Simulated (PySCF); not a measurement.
## Working out the ionisation energy of Pd

Pd [Kr] 4d10 (1S) → Pd⁺ [Kr] 4d9 (2D). All numbers are calculated (PySCF 2.14, scalar relativity through the core potential, in aug-cc-pVDZ-PP with ECP28MDF (5s5p4d2f, 54 functions)). Frozen: 4s2 4p6. Energies in hartree (1 hartree = 27.21139 eV):

```json
{"part": "UHF", "Pd (lower)": "-126.607907", "Pd⁺ (upper)": "-126.376467"}
{"part": "CCSD correlation", "Pd (lower)": "-0.288839", "Pd⁺ (upper)": "-0.224718"}
{"part": "(T)", "Pd (lower)": "-0.011011", "Pd⁺ (upper)": "-0.005087"}
```

Question: What does Hartree-Fock give?

Answer: (-126.376467) − (-126.607907) = 0.231440 hartree = 6.298 eV.

Question: What do CCSD and CCSD(T) give?

Answer: The CCSD correlation energies differ by 0.064121 hartree = 1.745 eV and the triples by 0.005924 hartree = 0.161 eV, so CCSD gives 8.043 eV and CCSD(T) 8.204 eV.

Measured between the centres of the two terms (NIST): 8.512 eV, so CCSD(T) (valence) is off by -0.308 eV.

A double-zeta basis recovers only part of the correlation energy.

What remains against the reference includes basis incompleteness, the frozen core and higher excitations.
